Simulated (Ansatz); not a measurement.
`C[O][SbH][CH](C)C`, charge 0, multiplicity 1.

(1) Give a relaxed structure at PBE0-D4/def2-TZVP (Ansatz 0.2.0). (Estimate.)

Results:

(1) The calculation gave: 
Z-matrix (Å, degrees):
```
C
O 1 1.405
H 1 1.094 2 107.9
H 1 1.099 2 112.5 3 -118.7
H 1 1.098 2 112.8 3 119.0
Sb 2 1.978 1 117.9 3 -172.6
C 6 2.175 2 96.2 1 -110.8
H 6 1.716 2 92.2 1 157.1
C 7 1.516 6 111.5 2 -40.0
C 7 1.520 6 109.0 2 -165.2
H 7 1.096 6 104.3 2 78.3
H 9 1.096 7 110.7 6 173.5
H 9 1.091 7 111.8 6 52.8
H 9 1.094 7 110.8 6 -67.2
H 10 1.096 7 110.7 6 -177.0
H 10 1.094 7 112.6 6 -57.0
H 10 1.095 7 111.2 6 64.1
```
This is one stationary point; other conformers may exist.
